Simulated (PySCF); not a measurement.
## The second ionisation energy along the 3d series

Calculated with PySCF 2.14 from differences of total energies of unrestricted determinants, without spin-orbit coupling. Values in eV. The last column holds reference values (NIST; (s) semi-empirical, (t) theoretical, else measured). Unmarked ones compare directly (S terms, centres of terms, or small fine structure); those marked * lie between the lowest fine-structure levels and include a spin-orbit shift.

```
                               element             configurations     UHF  SCS-MP2 (valence)     LDA     PBE    PBE0  r2SCAN         reference
    Sc (aug-cc-pVTZ, non-relativistic)    [Ar] 3d1 4s1 → [Ar] 3d1  12.157             12.187  13.207  13.048  12.874  12.816          12.800 *
    Ti (aug-cc-pVTZ, non-relativistic)    [Ar] 3d2 4s1 → [Ar] 3d2  12.852             12.911  14.111  13.921  13.697  13.734          13.575 *
     V (aug-cc-pVTZ, non-relativistic)        [Ar] 3d4 → [Ar] 3d3  13.280             13.532  15.833  15.431  15.087     n/a  14.634 ± 0.007 *
    Cr (aug-cc-pVTZ, non-relativistic)        [Ar] 3d5 → [Ar] 3d4  15.134             15.461  17.653  17.269  16.920  16.979          16.486 *
    Mn (aug-cc-pVTZ, non-relativistic)    [Ar] 3d5 4s1 → [Ar] 3d5  14.692             14.841  16.349  16.114  15.794  15.963            15.640
    Fe (aug-cc-pVTZ, non-relativistic)    [Ar] 3d6 4s1 → [Ar] 3d6  15.114             15.459  16.894  16.643  16.310  16.479          16.199 *
    Co (aug-cc-pVTZ, non-relativistic)        [Ar] 3d8 → [Ar] 3d7  14.338             16.997  18.487  18.017  17.343  17.502          17.084 *
    Ni (aug-cc-pVTZ, non-relativistic)        [Ar] 3d9 → [Ar] 3d8  15.168             18.179  19.732  19.043  18.326  18.107          18.169 *
Cu (aug-cc-pVTZ-PP with ECP10MDF, ECP)       [Ar] 3d10 → [Ar] 3d9  17.125             20.410  21.492  20.752  20.106  20.100          20.292 *
Zn (aug-cc-pVTZ-PP with ECP10MDF, ECP)  [Ar] 3d10 4s1 → [Ar] 3d10  16.848             17.712  19.018  18.670  18.287  18.553            17.964
```

"Valence" correlates the outer s and p shells and, in groups 3 to 12 and the f block, the outer d or f shell, open or full, or the next shell where the ion has no valence electron left; the wider scheme adds the next inner shell.
